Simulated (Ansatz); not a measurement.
Job for Ansatz (a first-principles code): SC-NEVPT2 on SA-CASSCF(6,5)/cc-pVDZ on OH (SMILES [OH+]), 2S+1 = 3, a spin state set in the input, which need not be the lowest. Charge +1.

Ansatz 0.2 input:
```yaml
crystal:
  periodic: [false, false, false]
  atoms:
    - {symbol: O, position_ang: [-0.00000000, -0.00000000, -0.11562548]}
    - {symbol: H, position_ang: [0.00000000, 0.00000000, 0.92500384]}
basis:
  gaussian:
    orbitals: cc-pVDZ
total_charge: 1
magnetization: {spin_polarized: false, initial_magnetization: 2}
correlation: {method: sc_nevpt2, electrons: outside_noble_gas, active_space: {window: {electrons: 6, orbitals: 5}, states: [{multiplicity: 1, weights: [1]}, {multiplicity: 3, weights: [1]}]}}
output: {orbitals: {seedname: ./end}}
```

The log:

```
WARN ansatz: RAYON_NUM_THREADS=2 ignored (pool sized by the plan → 2); use --threads N
Functional definition: HF
integrals: 0.00 GiB planned
276 factors; integrals over basis functions are off by at most 1.4e-7 eV
mean field: 0.04 GiB planned
mean field evaluation 1: about -2039.6693 eV, gradient 1.5e1 eV
mean field evaluation 2: about -2039.6692 eV, gradient 1.5e1 eV
mean field evaluation 4: about -2040.1727 eV, gradient 1.2e0 eV
mean field evaluation 8: about -2040.1766 eV, gradient 9.9e-5 eV
mean field -2040.17658096 eV, -74.9751064691 hartree, gradient 8.3e-7 eV, S^2 2.000000; 0 other end points of the search recorded, 0 dependent functions left out
reference -2040.17658096 eV, -74.9751064691 hartree; 5, 3 occupied and 14, 16 virtual orbitals, 276 factors
configuration interaction: 0.01 GiB planned
configuration interaction: 0.00 GiB planned
configuration interaction: 0.00 GiB planned
state -2038.39873014 eV, -74.9097716564 hartree
state -2038.39873014 eV, -74.9097716564 hartree; corrected -2040.99953527 eV, -75.0053494821 hartree
configuration interaction: 0.00 GiB planned
state -2040.93834118 eV, -75.0031006408 hartree
state -2040.93834118 eV, -75.0031006408 hartree; corrected -2043.40198749 eV, -75.0936379726 hartree
Total energy: -2042.20076138 eV, -75.0494937273 hartree
```

The calculation finished and met its thresholds. The last total energy is the mean of the averaged states.

Cost: about 0.3 core-seconds (a rough figure).
